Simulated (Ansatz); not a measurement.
Program: Ansatz. Geometries: PBE0-D4/def2-TZVP. ΔE: electronic, gas phase. CCSD(T)/CBS adds triple-zeta CCSD(T) − MP2 to the extrapolated MP2 energy (def2 sets, frozen cores). This one scheme is used for every species. DFT in def2-TZVPP. B3LYP here is the variant with VWN-RPA as its local correlation; programs differ in this. def2 core potentials past Kr. For Te outer-core shells are correlated without core-valence functions, which leaves a few kJ/mol of doubt a bond. One conformer a species, not always the lowest.

`OC(F)[TeH]` + `C#CS` → `SC#C[TeH]` + `OCF`  (formal exchange of groups at a Te–C bond)

`OC(F)[TeH]`:

```xyz
7

O     0.103   -1.390    0.674
C    -0.300   -0.385   -0.146
F     0.416   -0.372   -1.313
Te   -0.062    1.569    0.825
H     1.006   -1.218    0.966
H    -1.347   -0.549   -0.391
H     0.184    2.346   -0.615
```

`C#CS`:

Cartesian coordinates in Å:
```
C -0.851 -0.174 0.899
C -0.188 0.061 -0.077
S 0.619 0.432 -1.503
H -1.427 -0.386 1.769
H 1.847 0.067 -1.089
```

`SC#C[TeH]`:

```xyz
6

S     2.309    0.059   -0.681
C     0.710   -0.145   -0.252
C    -0.415   -0.352    0.157
Te   -2.287   -0.844    0.672
H     2.117    0.919   -1.701
H    -2.434    0.363    1.806
```

`OCF`:

Cartesian coordinates in Å:
```
O -0.185 -0.619 -0.867
C -0.158 0.129 0.279
F 0.332 1.397 0.033
H 0.715 -0.837 -1.126
H 0.483 -0.302 1.056
H -1.188 0.232 0.625
```

```json
{"level": "r2SCANh-D4", "ΔE (eV)": "-0.28"}
{"level": "B3LYP", "ΔE (eV)": "-0.30"}
```

Problem. What does CCSD(T)/CBS give? (An estimate is asked.)

Solution. Ansatz gave: -0.29 eV. The listed levels differ from it by 0.01, -0.01 eV.

Largest T1 diagnostic among the species: 0.013.

In def2-TZVPP, CCSD(T) changes the Hartree–Fock value by +0.08 eV (the triples alone add +0.01 eV) and MP2 by +0.03 eV. From PBE to PBE0 (25 % exact exchange), in def2-TZVPP and without D4, ΔE moves by −0.05 eV. Leaving LDA and LC-ωPBE aside and taking each functional with its dispersion term where it has one, the values, not all of them listed here, spread over 0.13 eV, from PBE-QIDH to BLYP-D4. LDA lies +0.06 eV from PBE without D4.
